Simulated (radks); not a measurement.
The numbers below are computed, except where a source is named.
Pr+, configuration [Kr] 4d10 4f3 5s2 5p5.5 6s1 5f0.5 (fractional occupations, a model configuration). Code: a radial shooting solver on a logarithmic mesh with Libxc functionals. Model: scalar-relativistic Kohn-Sham, AM05, spin-unpolarised, spherical densities, point nucleus.

Unscreened Slater integrals over Kohn-Sham orbitals (eV).

integral      value
F0(5f,5f)    2.5780
F2(5f,5f)    1.3876
F4(5f,5f)   0.91547
F6(5f,5f)   0.67352
F0(5f,6s)    3.2298
G3(5f,6s)   0.40122
F0(5f,4f)    3.3496
F2(5f,4f)   0.17424
F4(5f,4f)  0.053875
F6(5f,4f)  0.032184
G0(5f,4f)  0.066485
G2(5f,4f)  0.054714
G4(5f,4f)  0.037094
G6(5f,4f)  0.027297
F0(5f,5p)    3.3133
F2(5f,5p)   0.27296
G2(5f,5p)  0.020890
G4(5f,5p)  0.017375
F0(6s,6s)    6.3740
F0(6s,4f)    8.1944
G3(6s,4f)   0.43586
F0(6s,5p)    7.8489
G1(6s,5p)   0.65654
F0(4f,4f)    22.879
F2(4f,4f)    10.405
F4(4f,4f)    6.4387
F6(4f,4f)    4.6072
F0(4f,5p)    16.303
F2(4f,5p)    6.1901
G2(4f,5p)    3.8113
G4(4f,5p)    2.8295
F0(5p,5p)    14.103
F2(5p,5p)    7.6064

Derived for the open shells (J is the average intra-shell exchange parameter used in DFT+U). 4f: F4/F2 = 0.619, F6/F2 = 0.443, J = (286 F2 + 195 F4 + 250 F6)/6435 = 0.8366 eV. 5p: J = F2/5 = 1.521 eV. 5f: F4/F2 = 0.660, F6/F2 = 0.485, J = (286 F2 + 195 F4 + 250 F6)/6435 = 0.1156 eV.
